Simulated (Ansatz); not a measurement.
Consider the ligand exchange at the Si–S bond: `O[SiH](F)S[SiH2]Cl` + `C[SiH](O)O` → `C[Si@H](O)O[Si@@H](O)F` + `S[SiH2]Cl`.

Program: Ansatz. Geometries: PBE0-D4/def2-TZVP. ΔE: electronic, gas phase. CCSD(T)/CBS is the MP2 limit (def2-TZVPP, def2-QZVPP) plus CCSD(T) − MP2 in def2-TZVPP, frozen cores. DFT in def2-TZVPP. B3LYP here is the variant with VWN-RPA as its local correlation; programs differ in this. Each species was taken in one conformer, which may not be the lowest.

```csv
level,ΔE (kJ/mol),difference from CCSD(T)/CBS
r2SCAN-D4,-69.8,3.1
PBE0-D4,-63.5,9.4
B3LYP-D4,-73.9,-1.0
B2PLYP,-76.4,-3.5
PBE,-59.1,13.8
r2SCAN,-69.8,3.1
PBE0,-64.8,8.1
MP2/def2-TZVPP,-71.2,1.7
SCS-MP2/def2-TZVPP,-76.3,-3.4
CCSD/def2-TZVPP,-80.3,-7.4
CCSD(T)/def2-TZVPP,-76.9,-4.0
HF/def2-QZVPP,-93.8,-20.9
MP2/def2-QZVPP,-69.6,3.3
SCS-MP2/def2-QZVPP,-74.8,-1.9
MP2/CBS(def2),-67.3,5.6
CCSD/CBS(def2),-76.4,-3.5
CCSD(T)/CBS,-72.9,0
```

Largest T1 diagnostic among the species: 0.012.

From PBE to PBE0 (25 % exact exchange), in def2-TZVPP and without D4, ΔE moves by −5.7 kJ/mol. In def2-TZVPP, CCSD(T) changes the Hartree–Fock value by +15.0 kJ/mol (the triples alone add +3.4 kJ/mol) and MP2 by +20.6 kJ/mol.
